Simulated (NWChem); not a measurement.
System: WNH$_{2}$SOF; SMILES [NH]=[W]([OH])([F])=[S]

```xyz
7

W     -0.0039    -0.1565    -0.0088
N      0.2056    -0.6103    -1.6692
H      0.2950    -0.4637    -2.6708
S     -0.0594     1.9771     0.0995
F     -1.6267    -0.8709     0.5858
O      1.4926    -0.7695     0.9435
H      2.2045    -1.3189     0.5969
```
Atoms are numbered in this order, from 1.

Results from NWChem. Medium grid unless said otherwise, to which SCAN and Minnesota functionals are sensitive. The geometry was optimised at PBE0/def2-SVP. No frequency run checked for a minimum. def2 effective core potentials on W; no spin-orbit coupling.

For level M05-2X/def2-SVP:

highest occupied level (eV): -8.67
orbital gap (eV): 7.68

### Question
How do the values read with level PW91/def2-SVP instead?

### Answer
| Property | Value |
|---|---|
| highest occupied level (eV) | -6.29 |
| orbital gap (eV) | 3.56 |
